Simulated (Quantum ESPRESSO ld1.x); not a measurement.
Results of a calculation; reference values are marked as such.
Species: the platinum ion Pt4+. Configuration: [Xe] 4f14 5d6. Level of theory: scalar-relativistic Kohn-Sham, LDA (Slater exchange, Perdew-Zunger correlation), spin-polarised, spherical densities, point nucleus; open shells are filled with parallel spins first (ld1.x of Quantum ESPRESSO 7.5). Some entries of the table are withheld. Estimate them.

orbital  occ.  eigenvalue (eV)  <r^2> (bohr^2)  r(max) (bohr)
1s up       1         -78427.3       0.0004064        0.01062
1s down     1         -78427.3       0.0004064        0.01062
2s up       1         -13821.7        0.006206        0.06125
2s down     1         -13821.4        0.006206        0.06125
2p up       3         -11988.9        0.005204        0.05060
2p down     3         -11988.6        0.005204        0.05060
3s up       1         -3285.68         0.04009         0.1727
3s down     1         -3285.52         0.04009         0.1727
3p up       3         -2752.10         0.04110         0.1718
3p down     3         -2751.93         0.04110         0.1718
3d up       5         -2172.90         0.03403         0.1398
3d down     5         -2172.65         0.03403         0.1398
4s up       1         -745.887          0.1947         0.3899
4s down     1         -745.561          0.1946         0.3899
4p up       3         -570.855          0.2223         0.4101
4p down     3         -570.528          0.2222         0.4101
4d up       5         -358.380          0.2538         0.4181
4d down     5         -357.992          0.2535         0.4182
5s up       1         -153.813           1.004         0.8675
5s down     1         -151.719          0.9961         0.8648
4f up       7         -122.108          0.3241         0.3843
4f down     7         -121.556          0.3211         0.3842
5p up       3         -107.351           1.326         0.9734
5p down     3         -104.861           1.318         0.9693
5d up       5         -54.1665           2.333          1.210
5d down     1         -51.4342           2.368          1.206
6s up       0         -44.5395           5.278          2.016
6s down     0         -42.7025           5.475          2.039
6p up       0              (1)           7.378          2.381
6p down     0              (2)           7.737          2.425
6d up       0         -20.7204           13.75            (3)
6d down     0         -20.1393           14.50            (4)
5f up       0         -18.6100           9.958            (5)
5f down     0         -17.4857           11.49            (6)

Answer. 
(1) 6p up eigenvalue (eV): -33.5258
(2) 6p down eigenvalue (eV): -32.2314
(3) 6d up r(max) (bohr): 3.263
(4) 6d down r(max) (bohr): 3.352
(5) 5f up r(max) (bohr): 2.496
(6) 5f down r(max) (bohr): 2.717
